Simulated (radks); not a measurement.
Q: Tb6+, 59 electrons, occupied as [Kr] 4d10 4f8 5s2 5p3. Calculated with a radial shooting solver on a logarithmic mesh with Libxc functionals: Dirac Kohn-Sham, PBE, spin-unpolarised, spherical densities, finite nucleus; open shells fill j = l - 1/2 first; Fermi nuclear charge, rms radius 5.06 fm. Some entries of the table are withheld. Estimate them.

| orbital | occ. | eigenvalue (hartree) | <r> (bohr) |
|---|---|---|---|
| 1s1/2 | 2 | -1906.485 | (1) |
| 2s1/2 | 2 | (2) | 0.09096 |
| 2p1/2 | 2 | -302.7360 | 0.07589 |
| 2p3/2 | 4 | -275.2977 | 0.08284 |
| 3s1/2 | 2 | -72.93668 | 0.2389 |
| 3p1/2 | 2 | -66.12664 | 0.2286 |
| 3p3/2 | 4 | -60.46183 | 0.2418 |
| 3d3/2 | 4 | (3) | (4) |
| 3d5/2 | 6 | (5) | (6) |
| 4s1/2 | 2 | (7) | 0.5411 |
| 4p1/2 | 2 | -14.16034 | 0.5522 |
| 4p3/2 | 4 | -12.89722 | 0.5821 |
| 4d3/2 | 4 | -8.49463 | (8) |
| 4d5/2 | 6 | -8.26552 | (9) |
| 5s1/2 | 2 | -4.47136 | 1.251 |
| 5p1/2 | 2 | -3.67675 | 1.358 |
| 5p3/2 | 1 | -3.46680 | 1.426 |
| 4f5/2 | 6 | -3.02739 | 0.7798 |
| 4f7/2 | 2 | -2.99458 | 0.7879 |

A: 
(1) 1s1/2 <r> (bohr): 0.02151
(2) 2s1/2 eigenvalue (hartree): -318.3844
(3) 3d3/2 eigenvalue (hartree): -48.72318
(4) 3d3/2 <r> (bohr): 0.2141
(5) 3d5/2 eigenvalue (hartree): -47.48710
(6) 3d5/2 <r> (bohr): 0.2182
(7) 4s1/2 eigenvalue (hartree): -16.83083
(8) 4d3/2 <r> (bohr): 0.6152
(9) 4d5/2 <r> (bohr): 0.6257
